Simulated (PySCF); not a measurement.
Species: C2H13NO2Si4.
Z-matrix (Å and degrees, GFN2-xTB geometry), rows numbered from 1:
```
O 
C   1  1.2050
C   2  1.4657  1  124.10
Si  3  1.9339  2  109.85  1   111.46
O   3  1.3889  2  114.00  1    -7.29
Si  5  1.6289  3  129.27  2   -14.60
N   6  1.7396  5  115.56  3    90.83
Si  7  1.7337  6  121.60  5    -0.93
Si  7  1.7377  6  114.58  5  -175.64
H   2  1.1055  1  121.76  3   177.91
H   3  1.0982  2  109.23  1  -129.98
H   4  1.4695  3  106.61  2    72.77
H   4  1.4571  3  110.45  2   -46.70
H   4  1.4583  3  105.38  2  -169.24
H   6  1.4590  5  114.92  3   -41.61
H   6  1.4676  5   95.15  3  -157.21
H   8  1.4705  7  111.85  6   -77.44
H   8  1.4622  7  107.26  6   162.27
H   8  1.4689  7  109.00  6    43.33
H   9  1.4652  7  107.18  6   -47.36
H   9  1.4646  7  111.02  6    72.39
H   9  1.4619  7  107.39  6  -166.63
```

Computed at PBE0/pcSseg-1 (PySCF, non-relativistic), with Q(17O) = −0.0256 b, Q(14N) = 0.02044 b: O1, 17O (I = 5/2): χzz = 10.99 MHz, η = 0.466; O5, 17O (I = 5/2): χzz = -10.37 MHz, η = 0.305; N7, 14N (I = 1): χzz = -3.007 MHz, η = 0.173.

Q: Where would the pure quadrupole (NQR) lines of 17O at O1 fall for the rigid, isolated species?

A: From the eigenvalues of H = χ/[4I(2I − 1)] × [3Iz² − I(I + 1) + η(Ix² − Iy²)], steps between neighbouring levels, labelled as for η = 0: ±1/2↔±3/2 1.999 MHz, ±3/2↔±5/2 3.173 MHz (aldehyde oxygen).

Q: Where would the pure quadrupole (NQR) lines of 17O at O5 fall for the rigid, isolated species?

A: From the eigenvalues of H = χ/[4I(2I − 1)] × [3Iz² − I(I + 1) + η(Ix² − Iy²)], steps between neighbouring levels, labelled as for η = 0: ±1/2↔±3/2 1.706 MHz, ±3/2↔±5/2 3.056 MHz (silyl ether oxygen).

Q: Where would the pure quadrupole (NQR) lines of 14N at N7 fall for the rigid, isolated species?

A: From ν± = (3/4)|χ|(1 ± η/3) and ν0 = |χ|η/2: ν+ 2.386 MHz, ν− 2.125 MHz, ν0 0.260 MHz (nitrogen bridging silicon atoms).

In a crystal, neighbours and librations shift these lines. GFN2-xTB bond lengths can be off by several hundredths of an ångström, more for odd bonds, and the gradients follow them. A larger basis could move these couplings by a tenth or more.

One conformer stands for the species.
